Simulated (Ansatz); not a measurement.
Ansatz (a program for electronic structure) input:

Ansatz 0.2 input:
```yaml
crystal:
  periodic: [false, false, false]
  atoms:
    - {symbol: C, position_ang: [-1.53205364, 0.20257024, -0.14305090]}
    - {symbol: C, position_ang: [-0.28429961, -0.60302195, -0.43480318]}
    - {symbol: N, position_ang: [0.84794030, -0.05271356, 0.13938803]}
    - {symbol: C, position_ang: [1.79065501, 0.38217537, 0.69526916]}
    - {symbol: H, position_ang: [-1.49562287, 1.27735800, -0.43847381]}
    - {symbol: H, position_ang: [-1.77492695, 0.19674215, 0.92748200]}
    - {symbol: H, position_ang: [-2.38894340, -0.24060284, -0.66361594]}
    - {symbol: H, position_ang: [-0.12189952, -0.75484431, -1.50559893]}
basis:
  gaussian:
    orbitals: def2-TZVPD
hamiltonian:
  xc: {name: SVWN5}
total_charge: -1
output: {forces: true}
```

Question: Which total energy does the run end on?

Answer: -169.94401 Eh (SVWN5/def2-TZVPD). The basis has 184 functions.

It need not be the lowest isomer of its formula. Whether it binds its extra electron was not tested at this geometry.
